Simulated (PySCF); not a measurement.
Bonds (- single, = double, # triple, : aromatic): C1=C2, C2-C3, C2-C4, C4-O5, O5-B6, B6-C7, B6-O8, O8-C9. C1 carries H10, H11; C3 carries H12, H13, H14; C4 carries H15, H16; C7 carries H17, H18, H19; C9 carries H20, H21, H22. H11 is cis to C3; H10 is trans to C3.

Geometry: PBE0-D3(BJ)/def2-SVP; GIAO absolute shieldings from PySCF 2.14, gas phase, non-relativistic, averaged over equivalent atoms.

At B3LYP/pcSseg-1 (218 basis functions, 64 s wall time on 1 thread of an Arm Neoverse N1, shared host):
```json
{"atoms": "C2", "σ (ppm)": "26.8"}
{"atoms": "C1", "σ (ppm)": "65.2"}
{"atoms": "C4", "σ (ppm)": "111.9"}
{"atoms": "C9", "σ (ppm)": "125.3"}
{"atoms": "C3", "σ (ppm)": "157.7"}
{"atoms": "C7", "σ (ppm)": "182.8"}
{"atoms": "O5", "σ (ppm)": "200.4"}
{"atoms": "O8", "σ (ppm)": "221.4"}
{"atoms": "B6", "σ (ppm)": "67.2"}
{"atoms": "H10", "σ (ppm)": "25.88"}
{"atoms": "H11", "σ (ppm)": "26.31"}
{"atoms": "H15/H16", "σ (ppm)": "27.07"}
{"atoms": "H20/H21/H22", "σ (ppm)": "27.83"}
{"atoms": "H12/H13/H14", "σ (ppm)": "29.72"}
{"atoms": "H17/H18/H19", "σ (ppm)": "31.10"}
```

Question: Predict the values at PBE0/pcSseg-1 on the same geometry.

Answer: 
```json
{"atoms": "C2", "σ at PBE0/pcSseg-1": "33.7", "change": "+6.9"}
{"atoms": "C1", "σ at PBE0/pcSseg-1": "69.4", "change": "+4.2"}
{"atoms": "C4", "σ at PBE0/pcSseg-1": "118.1", "change": "+6.2"}
{"atoms": "C9", "σ at PBE0/pcSseg-1": "131.3", "change": "+6.0"}
{"atoms": "C3", "σ at PBE0/pcSseg-1": "163.2", "change": "+5.5"}
{"atoms": "C7", "σ at PBE0/pcSseg-1": "187.6", "change": "+4.8"}
{"atoms": "O5", "σ at PBE0/pcSseg-1": "206.0", "change": "+5.6"}
{"atoms": "O8", "σ at PBE0/pcSseg-1": "226.2", "change": "+4.8"}
{"atoms": "B6", "σ at PBE0/pcSseg-1": "70.5", "change": "+3.3"}
{"atoms": "H10", "σ at PBE0/pcSseg-1": "25.65", "change": "-0.23"}
{"atoms": "H11", "σ at PBE0/pcSseg-1": "26.07", "change": "-0.24"}
{"atoms": "H15/H16", "σ at PBE0/pcSseg-1": "26.98", "change": "-0.09"}
{"atoms": "H20/H21/H22", "σ at PBE0/pcSseg-1": "27.75", "change": "-0.08"}
{"atoms": "H12/H13/H14", "σ at PBE0/pcSseg-1": "29.61", "change": "-0.11"}
{"atoms": "H17/H18/H19", "σ at PBE0/pcSseg-1": "30.97", "change": "-0.13"}
```

The largest change is at C2 (fully substituted alkene carbon). Cost: 218 basis functions, 70 s wall time on 1 thread of an Arm Neoverse N1, shared host. The order of the carbon signals is the same at both levels.

A carbon bonded to boron is broadened by the quadrupolar boron nucleus and is often missing from a measured spectrum.
